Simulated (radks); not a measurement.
Bi6+, configuration [Xe] 4f14 5d9. Method: scalar-relativistic Kohn-Sham, r2SCAN, spin-polarised, spherical densities, finite nucleus; open shells are filled with parallel spins first (spin-orbit coupling, left out, can overturn this in heavy ions); meta-GGA in the generalised Kohn-Sham scheme; Fermi nuclear charge, rms radius 5.5211 fm; computed with a radial shooting solver on a logarithmic mesh with Libxc functionals.

Normalised radial functions P(r) = r R(r), r in bohr:

r	5d down	6s down
0.0007009	0.0000	0.0355
0.0009349	0.0000	0.0437
0.001257	0.0000	0.0535
0.001676	0.0001	0.0645
0.002236	0.0001	0.0766
0.003006	0.0002	0.0893
0.004009	0.0005	0.1005
0.005348	0.0011	0.1082
0.007132	0.0024	0.1085
0.009589	0.0052	0.0962
0.01279	0.0109	0.0665
0.01706	0.0221	0.0157
0.02293	0.0442	-0.0551
0.03059	0.0827	-0.1263
0.0408	0.1449	-0.1669
0.05441	0.2318	-0.1353
0.07316	0.3280	-0.0062
0.09758	0.3763	0.1626
0.1301	0.2994	0.2366
0.175	0.0337	0.0821
0.2334	-0.3291	-0.2135
0.3113	-0.5490	-0.3300
0.4151	-0.3739	-0.0416
0.5582	0.1995	0.4092
0.7444	0.8004	0.4549
0.9929	1.0628	-0.0556
1.335	0.8887	-0.6989
1.78	0.5071	-0.8946
2.375	0.1886	-0.6148
3.167	0.0407	-0.2351
4.258	0.0040	-0.0428
5.68	0.0002	-0.0034

5d down: eigenvalue -98.232 eV, 2 radial nodes at r = 0.180, 0.510 bohr, <r> = 1.16 bohr, 90 % of the charge inside 1.70 bohr. 6s down (empty): eigenvalue -74.599 eV, 5 radial nodes at r = 0.0183, 0.0740, 0.190, 0.426, 0.969 bohr, <r> = 1.82 bohr, 90 % of the charge inside 2.56 bohr.
